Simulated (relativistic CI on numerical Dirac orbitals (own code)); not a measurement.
# Level scheme of W21+

Method of calculation: Dirac-Coulomb-Breit CI, separate exchange-only KLI orbitals for each configuration, model QED, unscaled Slater integrals (own radial code, finite nucleus).

Configuration list (outside the closed core [Ar] 3d10 4p6 4d10): 4s2.4f7, 4s2.4f6.5s, 4s2.4f5.5s2, 4s2.4f6.6s, 4f9. Levels of other configurations are missing.

The lowest level is 4s2.4f7 8S°_7/2, with 89 % of that term; Hund's rules for 4s2.4f7 give 8S° with J = 7/2, in agreement.

| No. | Configuration | Term | J | E (cm⁻¹) | % | jj configuration (%) |
| --- | --- | --- | --- | --- | --- | --- |
| 1 | 4s2.4f7 | 8S° | 7/2 | 0.0 | 89 | 4f5/2^4 4f7/2^3 (36) |
| 2 | 4s2.4f7 | 6P° | 7/2 | 64564.0 | 38 | 4f7/2 (44) |
| 3 | 4s2.4f7 | 6P° | 5/2 | 69822.2 | 61 | 4f5/2^4 4f7/2^3 (44) |
| 4 | 4s2.4f7 | 6I° | 7/2 | 73814.6 | 67 | 4f5/2^5 4f7/2^2 (44) |
| 5 | 4s2.4f7 | 6P° | 3/2 | 73879.4 | 73 | 4f5/2^4 4f7/2^3 (44) |
| 6 | 4s2.4f7 | 6I° | 9/2 | 77007.8 | 76 | 4f5/2^5 4f7/2^2 (39) |
| 7 | 4s2.4f7 | 6I° | 17/2 | 77596.7 | 83 | 4f5/2^4 4f7/2^3 (39) |
| 8 | 4s2.4f7 | 6I° | 11/2 | 79654.9 | 85 | 4f5/2^4 4f7/2^3 (45) |
| 9 | 4s2.4f7 | 6I° | 15/2 | 80731.1 | 89 | 4f5/2^4 4f7/2^3 (45) |
| 10 | 4s2.4f7 | 6I° | 13/2 | 80873.3 | 88 | 4f5/2^4 4f7/2^3 (40) |
| 11 | 4s2.4f7 | 6D° | 9/2 | 86542.9 | 70 | 4f5/2^4 4f7/2^3 (55) |
| 12 | 4s2.4f7 | 6D° | 7/2 | 92815.7 | 52 | 4f5/2^4 4f7/2^3 (37) |
| 13 | 4s2.4f7 | 6D° | 1/2 | 94747.6 | 95 | 4f5/2^3 4f7/2^4 (46) |
| 14 | 4s2.4f7 | 6D° | 3/2 | 96267.3 | 71 | 4f5/2^3 4f7/2^4 (39) |
| 15 | 4s2.4f7 | 6D° | 5/2 | 96333.0 | 52 | 4f5/2^3 4f7/2^4 (39) |
| 16 | 4s2.4f7 | 6I° | 7/2 | 100800.1 | 14 | 4f5/2^4 4f7/2^3 (36) |
| 17 | 4s2.4f7 | 6G° | 5/2 | 105349.8 | 23 | 4f5/2^5 4f7/2^2 (57) |
| 18 | 4s2.4f7 | 6G° | 11/2 | 108275.9 | 39 | 4f5/2^4 4f7/2^3 (48) |
| 19 | 4s2.4f7 | 6G° | 9/2 | 109943.6 | 41 | 4f5/2^5 4f7/2^2 (39) |
| 20 | 4s2.4f7 | 4N° | 17/2 | 111538.0 | 40 | 4f5/2^5 4f7/2^2 (58) |
| 21 | 4s2.4f7 | 6G° | 3/2 | 111695.5 | 37 | 4f5/2^4 4f7/2^3 (64) |
| 22 | 4s2.4f7 | 6G° | 13/2 | 115866.3 | 60 | 4f5/2^4 4f7/2^3 (33) |
| 23 | 4s2.4f7 | 6G° | 7/2 | 116133.2 | 42 | 4f5/2^4 4f7/2^3 (48) |
| 24 | 4s2.4f7 | 4G° | 9/2 | 116619.2 | 27 | 4f5/2^5 4f7/2^2 (40) |
| 25 | 4s2.4f7 | 6F° | 1/2 | 119451.2 | 49 | 4f5/2^4 4f7/2^3 (45) |
| 26 | 4s2.4f7 | 4G° | 11/2 | 119894.5 | 28 | 4f5/2^5 4f7/2^2 (47) |
| 27 | 4s2.4f7 | 4H° | 13/2 | 120206.0 | 21 | 4f5/2^5 4f7/2^2 (44) |
| 28 | 4s2.4f7 | 4N° | 19/2 | 120337.1 | 63 | 4f5/2^4 4f7/2^3 (82) |
| 29 | 4s2.4f7 | 4N° | 23/2 | 120663.5 | 78 | 4f5/2^4 4f7/2^3 (71) |
| 30 | 4s2.4f7 | 6F° | 7/2 | 123905.2 | 27 | 4f5/2^4 4f7/2^3 (50) |

Energies count from the lowest computed level; ° marks odd parity. Filled j subshells are mostly left out of the jj labels.

The mean weight of the leading LS term, summed over parents, in these 30 levels is 56 %, and that of the leading jj configuration (from the same eigenvectors) 47 %.

At this charge energies of transitions that change n are usually good to better than 1 %, and those within a shell (Δn = 0) to a few per cent. Terms inside the open d or f shell come out 10 to 20 % too wide with unscaled integrals.

LS names give the leading component of a level, which can be under half, so a name can repeat, a term be missing and a line seem to break the LS rules.
